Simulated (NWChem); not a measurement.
System: CH3BeFO; SMILES [Be]([F])[O]C

NWChem input:

```
start job
memory heap 200 mb stack 900 mb global 1100 mb
geometry units angstroms noautoz
  Be    -0.002765    -0.841435     0.001313
  F      0.000070    -2.241403     0.000610
  O     -0.006950     0.551376     0.000674
  C      0.006499     1.933062    -0.001531
  H     -0.713941     2.346447     0.740604
  H      1.015650     2.329827     0.253537
  H     -0.271200     2.339076    -1.000853
end
basis spherical
  * library def2-svp
end
dft
  xc xpbe96 cpbe96
  iterations 150
  mulliken
end
task dft energy
```

Excerpt of the output:

```
             Northwest Computational Chemistry Package (NWChem) 7.3.0
             --------------------------------------------------------

 C1  symmetry detected

                             Geometry "geometry" -> ""
                             -------------------------

 Output coordinates in angstroms (scale by  1.889725989 to convert to a.u.)

  No.       Tag          Charge          X              Y              Z
 ---- ---------------- ---------- -------------- -------------- --------------
    1 Be                   4.0000    -0.00205278    -0.82431669     0.00098009
    2 F                    9.0000     0.00210261    -2.22428080    -0.00049273
    3 O                    8.0000    -0.00758878     0.56848973     0.00114616
    4 C                    6.0000     0.00446841     1.95018902    -0.00075824
    5 H                    1.0000    -0.69505067     2.36252832     0.76169482
    6 H                    1.0000     1.02006064     2.34781575     0.22581028
    7 H                    1.0000    -0.30182252     2.35639797    -0.99161076

 Effective nuclear repulsion energy (a.u.)      89.7354839021

  pbe96 is a nonlocal functional; adding pw91lda local functional.

                                 NWChem DFT Module
                                 -----------------

 Summary of "ao basis" -> "ao basis" (spherical)
 ------------------------------------------------------------------------------
       Tag                 Description            Shells   Functions and Types
 ---------------- ------------------------------  ------  ---------------------
 Be                         def2-svp                 5        9   3s2p
 F                          def2-svp                 6       14   3s2p1d
 O                          def2-svp                 6       14   3s2p1d
 C                          def2-svp                 6       14   3s2p1d
 H                          def2-svp                 3        5   2s1p

            General Information
            -------------------
          SCF calculation type: DFT
          Wavefunction type:  closed shell.
          No. of atoms     :     7
          No. of electrons :    30
           Alpha electrons :    15
            Beta electrons :    15
          Charge           :     0
          Spin multiplicity:     1
          Use of symmetry is: off; symmetry adaption is: off
          Maximum number of iterations: 150
          AO basis - number of functions:    66
                     number of shells:    32
          Convergence on energy requested:  1.00D-06
          Convergence on density requested:  1.00D-05
          Convergence on gradient requested:  5.00D-04

              XC Information
              --------------
          PerdewBurkeErnzerhof Exchange Functional  1.000
            Perdew 1991 LDA Correlation Functional  1.000 local
           PerdewBurkeErnz. Correlation Functional  1.000 non-local

             Grid Information
             ----------------
          Grid used for XC integration:  medium
          Radial quadrature: Mura-Knowles
          Angular quadrature: Lebedev.
          Tag              B.-S. Rad. Rad. Pts. Rad. Cut. Ang. Pts.
          ---              ---------- --------- --------- ---------
          Be                  1.05       49          10.0       434
          F                   0.50       49          12.0       434
          O                   0.60       49           7.0       434
          C                   0.70       49          10.0       434
          H                   0.35       45          11.0       434
          Grid pruning is: on
          Number of quadrature shells:   331
          Spatial weights used:  Erf1

      Superposition of Atomic Density Guess
      -------------------------------------

 Sum of atomic energies:        -227.66003966

      Non-variational initial energy
      ------------------------------

 Total energy =    -228.794799
 1-e energy   =    -490.111763
 2-e energy   =     171.581480
 HOMO         =      -0.397099
 LUMO         =      -0.054538

     ---------------------------------------------
      Total Density - Mulliken Population Analysis
     ---------------------------------------------

    Atom       Charge   Shell Charges
 -----------   ------   -------------------------------------------------------
    1 Be   4     2.83   1.99  0.22  0.03  0.55  0.03
    2 F    9     9.66   1.99  1.15  0.77  3.57  2.17  0.00
    3 O    8     8.88   1.99  1.09  0.60  3.17  2.02  0.01
    4 C    6     5.84   1.99  0.91  0.23  1.82  0.84  0.05
    5 H    1     0.93   0.69  0.22  0.02
    6 H    1     0.93   0.69  0.22  0.02
    7 H    1     0.93   0.69  0.22  0.02

   convergence    iter        energy       DeltaE   RMS-Dens  Diis-err
 ---------------- ----- ----------------- --------- --------- ---------
 d= 0,ls=0.0,diis     1   -229.2901340755 -3.19D+02  2.33D-02  9.07D-01
 d= 0,ls=0.0,diis     2   -229.0642517233  2.26D-01  1.32D-02  3.73D+00
 d= 0,ls=0.0,diis     3   -229.3992629604 -3.35D-01  1.60D-03  1.21D-02
 d= 0,ls=0.0,diis     4   -229.3994399151 -1.77D-04  8.74D-04  8.75D-03
 d= 0,ls=0.0,diis     5   -229.4004806725 -1.04D-03  1.25D-04  1.52D-04
  Resetting Diis
 d= 0,ls=0.0,diis     6   -229.4004922670 -1.16D-05  4.68D-05  3.64D-05
 d= 0,ls=0.0,diis     7   -229.4004957622 -3.50D-06  1.64D-05  7.10D-07
 d= 0,ls=0.0,diis     8   -229.4004955721  1.90D-07  1.22D-05  2.60D-06
 d= 0,ls=0.0,diis     9   -229.4004958238 -2.52D-07  2.20D-06  5.11D-08

         Total DFT energy =     -229.400495823794
      One electron energy =     -493.881454082293
           Coulomb energy =      203.003370488867
    Exchange-Corr. energy =      -28.257896132441
 Nuclear repulsion energy =       89.735483902073

 Numeric. integr. density =       30.000002282249

                       DFT Final Molecular Orbital Analysis
                       ------------------------------------

[...]
```

Level: PBE/def2-SVP. Structure relaxed at the PBE-D3(BJ)/def2-SVP level.
